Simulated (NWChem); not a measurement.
System: PbCl3 anion; SMILES [Cl][Pb-]([Cl])[Cl]

The following NWChem deck was run.

```
start job
memory heap 200 mb stack 900 mb global 1100 mb
charge -1
geometry units angstroms noautosym nocenter noautoz
  Pb     0.000000     0.000000     0.465305
  Cl    -0.335957    -2.359001    -0.695764
  Cl     2.210933     0.888554    -0.695764
  Cl    -1.874977     1.470448    -0.695764
end
basis spherical
  Pb library def2-svp
  Cl library def2-svp
end
ecp
  Pb library def2-ecp
end
dft
  xc b3lyp
  iterations 150
end
property
  response 1 0.0773
end
task dft property
```

Sets without diffuse functions describe the anion's extra electron poorly. All runs use the structure optimised with B3LYP/def2-SVPD. Not confirmed as a minimum by frequencies. def2 effective core potentials on Pb; no spin-orbit coupling.

Field at 589 nm.

Question: Give the results of this calculation. (B3LYP/def2-SVP with def2 effective core potentials on Pb.) Quantities: isotropic polarisability (bohr³); anisotropy (bohr³).

Answer: 
| Property | Value |
|---|---|
| isotropic polarisability (bohr³) | 76.5 |
| anisotropy (bohr³) | 24.4 |
